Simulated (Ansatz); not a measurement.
BMe2(hfac) (C7H7BF6O2). Total charge 0; singlet. Geometry r2SCAN-D4/def2-SVP.

Cartesian coordinates in Å:
```
B 0.796 1.082 0.003
C 1.940 1.214 -1.089
H 1.975 0.353 -1.779
H 2.930 1.292 -0.609
H 1.800 2.123 -1.697
C 0.579 2.218 1.090
H -0.253 1.998 1.780
H 0.364 3.187 0.608
H 1.488 2.352 1.699
O 1.013 -0.288 0.770
C 0.217 -1.272 0.722
C 0.675 -2.475 1.546
F 0.868 -2.116 2.815
F 1.825 -2.947 1.057
F -0.232 -3.458 1.515
C -0.972 -1.307 -0.006
C -1.287 -0.152 -0.732
C -2.583 -0.121 -1.549
F -2.727 1.023 -2.200
F -3.631 -0.291 -0.731
F -2.582 -1.129 -2.432
O -0.584 0.896 -0.773
H -1.620 -2.181 -0.009
```

B3LYP takes the VWN-RPA correlation. Single mean-field runs in def2-TZVP are fitted with def2-universal-jkfit.

Estimate the orbital energies around the gap (eV) in Ansatz with PBE-D4/def2-SVP, B3LYP-D4/6-31G, PBE0-D4/def2-SVP, PBE0-D4/def2-TZVP, CAM-B3LYP-D4/def2-TZVP.


```csv
orbital,PBE-D4/def2-SVP,B3LYP-D4/6-31G,PBE0-D4/def2-SVP,PBE0-D4/def2-TZVP,CAM-B3LYP-D4/def2-TZVP
HOMO−5,-8.96,-10.33,-10.52,-10.58,-12.07
HOMO−4,-8.76,-10.08,-10.30,-10.39,-11.86
HOMO−3,-8.02,-9.54,-9.77,-9.79,-11.32
HOMO−2,-7.94,-9.37,-9.59,-9.67,-11.13
HOMO−1,-7.87,-9.13,-9.30,-9.34,-10.76
HOMO,-6.35,-7.48,-7.69,-7.73,-9.09
LUMO,-4.00,-3.69,-3.33,-3.38,-2.32
LUMO+1,-0.79,-0.16,0.23,0.13,1.32
LUMO+2,1.05,1.97,1.93,0.91,1.60
LUMO+3,1.60,2.36,2.48,1.80,2.54
LUMO+4,1.67,2.70,2.73,2.11,2.78
LUMO+5,1.84,3.04,2.91,2.24,3.08
```
